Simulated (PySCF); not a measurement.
# SiAs⁺ from Hartree–Fock to correlated methods

State: ³Σ⁻ (triplet), unpaired electrons π ↑↑. Set-up: PySCF, scalar-relativistic core potentials, basis sets Si cc-pV(D+d)Z, As cc-pVDZ-PP with ECP10. De refers to Si⁺ + As in their high-spin ground configurations, without counterpoise correction. The functionals are run spin-unrestricted. A positive dipole points towards As; it is taken about the centre of mass and depends on that origin.

| Level | Re (Å) | ωe (cm⁻¹) | De (eV) | μ (D) |
| --- | --- | --- | --- | --- |
| UHF | 2.315 | 407 | 1.30 | -4.20 |
| UHF-MP2 | 2.324 | 421 | 2.19 | n/a |
| UHF-SCS-MP2 | 2.331 | 407 | 2.11 | n/a |
| UHF-CCSD | 2.344 | 393 | 2.18 | n/a |
| UHF-CCSD(T) | 2.352 | 388 | 2.31 | n/a |
| PBE | 2.366 | 380 | 3.27 | -3.19 |
| PW91 | 2.365 | 379 | 3.29 | -3.20 |
| BLYP | 2.391 | 361 | 3.19 | -3.29 |
| r²SCAN | 2.337 | 396 | 3.03 | -3.30 |
| B3LYP | 2.353 | 387 | 2.99 | -3.41 |
| PBE0 | 2.329 | 406 | 2.96 | -3.36 |

The bond length runs from 2.315 Å (UHF) to 2.391 Å (BLYP). De spans 1.30 eV (UHF, mean field) to 3.29 eV (PW91, GGA). Correlation at CCSD(T) changes the Hartree–Fock bond energy by +1.01 eV; the triples alone change it by +0.13 eV.

Correlated steps freeze 9 core orbitals. Correlated levels converge slowly with the basis: in double zeta they bind strong bonds too weakly, by up to about 1 eV, and carry superposition errors of some tenths. Spin–orbit coupling is left out. For an ion De counts to the pair picked by the measured ionisation energies or electron affinities, which need not be the lowest pair at this level. The state was picked by a PBE0 search and need not be the measured ground state.

The whole job (state search and all levels along the bond) took about 2 min on 1 thread of Arm Neoverse V2 (shared host), peak memory 0.53 GiB.
